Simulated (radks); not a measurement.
Results of a calculation; reference values are marked as such.
The mercury ion Hg10+, configuration [Xe] 4f14 5d2. Code: a radial shooting solver on a logarithmic mesh with Libxc functionals. Model: Dirac Kohn-Sham, PBE, spin-unpolarised, spherical densities, finite nucleus; open shells fill j = l - 1/2 first; Fermi nuclear charge, rms radius 5.4648 fm. Some entries of the table are withheld. Estimate them.

| orbital | occ. | eigenvalue (eV) | <r> (bohr) |
|---|---|---|---|
| 1s1/2 | 2 | -83172.21 | 0.01659 |
| 2s1/2 | 2 | -14875.09 | (1) |
| 2p1/2 | 2 | -14283.60 | 0.05692 |
| 2p3/2 | 4 | -12335.99 | 0.06559 |
| 3s1/2 | 2 | -3662.284 | 0.1801 |
| 3p1/2 | 2 | -3394.895 | 0.1704 |
| 3p3/2 | 4 | -2963.331 | 0.1863 |
| 3d3/2 | 4 | -2519.200 | 0.1621 |
| 3d5/2 | 6 | -2426.686 | 0.1669 |
| 4s1/2 | 2 | -939.7538 | (2) |
| 4p1/2 | 2 | -824.8464 | 0.4008 |
| 4p3/2 | 4 | -720.4670 | 0.4348 |
| 4d3/2 | 4 | (3) | 0.4415 |
| 4d5/2 | 6 | (4) | 0.4525 |
| 5s1/2 | 2 | -283.4875 | 0.8728 |
| 4f5/2 | 6 | -270.1442 | (5) |
| 4f7/2 | 8 | -265.8844 | (6) |
| 5p1/2 | 2 | -243.6539 | (7) |
| 5p3/2 | 4 | -222.5735 | (8) |
| 5d3/2 | 2 | -163.3042 | 1.139 |
| 5d5/2 | 0 | -160.0969 | 1.162 |
| 6s1/2 | 0 | -127.9910 | 1.708 |
| 6p1/2 | 0 | -113.6479 | 1.827 |
| 6p3/2 | 0 | -107.3116 | 1.929 |

Answer. 
(1) 2s1/2 <r> (bohr): 0.06926
(2) 4s1/2 <r> (bohr): 0.3989
(3) 4d3/2 eigenvalue (eV): -532.2417
(4) 4d5/2 eigenvalue (eV): -512.7374
(5) 4f5/2 <r> (bohr): 0.4736
(6) 4f7/2 <r> (bohr): 0.4798
(7) 5p1/2 <r> (bohr): 0.9224
(8) 5p3/2 <r> (bohr): 0.9936
